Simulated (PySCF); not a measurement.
Members of the series SiXY, Y = chloro; each row names its spin state. Isolated molecules, 0 K electronic values unless said otherwise. One relaxed conformer stands for each flexible species; it need not be the lowest. Strings in code marks are SMILES.

All values below come from PBE-D3(BJ)/def2-TZVP // PBE0-D3(BJ)/def2-TZVP in PySCF. 

A: X = cyano, multiplicity 1 (`Cl[Si]C#N` (lower singlet))
B: X = chloro, multiplicity 3 (`Cl[Si]Cl` (excited triplet))
C: X = chloro, multiplicity 1 (`Cl[Si]Cl` (lower singlet))
D: X = isocyano, multiplicity 1 (`[C-]#[N+][Si]Cl` (lower singlet))

Question: Which member has the lowest dipole moment?

Answer: B (0.54 D); next is C (0.75 D).
